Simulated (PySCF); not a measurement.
## UHF on Ge²⁺ (germanium, charge +2)

Configuration: [Ar] 3d9 4s2 4p1, one real determinant (an excited configuration). Calculation: PySCF 2.14, in aug-cc-pVTZ-DK (7s6p4d2f, 59 functions); scalar relativity by spin-free X2C-1e.

```
Total energy                                                  : -2095.067405 hartree
One-electron energy                                           : -2883.9285 hartree
Hartree (Coulomb) energy                                      : 866.3864 hartree
Exchange energy                                               : -77.5253 hartree
⟨S²⟩                                                          : 2.0096
⟨L²⟩                                                          : 8.031
Sum of ⟨r⟩                                                    : 18.91 bohr
Sum of ⟨r²⟩                                                   : 23.05 bohr²
Traceless quadrupole moment −½Σ⟨3z² − r²⟩ along its main axis : -2.18 e·bohr²
Langevin diamagnetic susceptibility                           : -18.3 ×10⁻⁶ cm³/mol
```

```tsv
shell	electrons	mean orbital energy (eV)	spread (eV)	rms radius, mean of both spins (bohr)
1s α	1	-11216.4	0	0.0542
1s β	1	-11216.2	0	0.0542
2s α	1	-1492.7	0	0.227
2s β	1	-1491.1	0	0.227
2p α	3	-1304.7	1.822	0.203
2p β	3	-1303.1	0.184	0.203
3s α	1	-236.49	0	0.661
3s β	1	-232.84	0	0.661
3p α	3	-176.37	3.151	0.691
3p β	3	-171.94	2.592	0.691
3d α	5	-77.439	3.183	0.774
3d β	4	-75.305	1.531	0.774
4s α	1	-38.189	0	2.02
4s β	1	-35.094	0	2.02
4p α	1	-27.817	0	2.33
```

⟨L²⟩ = 8.03 against 12 for a pure F term, so this real determinant mixes terms.

Densities and radii are taken from the X2C orbitals without a picture-change correction, which distorts them close to the nucleus.

Spin-orbit constants ζ (cm⁻¹) from the X2C one-electron operator on these orbitals: bare nucleus, nucleus screened by l(l+1)(2l+1)/3 electrons, and screened by the Breit-Pauli mean field of the electrons.

```tsv
shell	bare	screened nucleus	mean field
2p	177600	166500	161400
3p	24260	22750	21930
3d	2735	1880	1741
4p	1826	1712	1639
```

To first order the Landé constant is A = -307.1 cm⁻¹, so the lowest level has J = 4 and lies 0.114 eV below the centre of the term. This holds in LS coupling only.
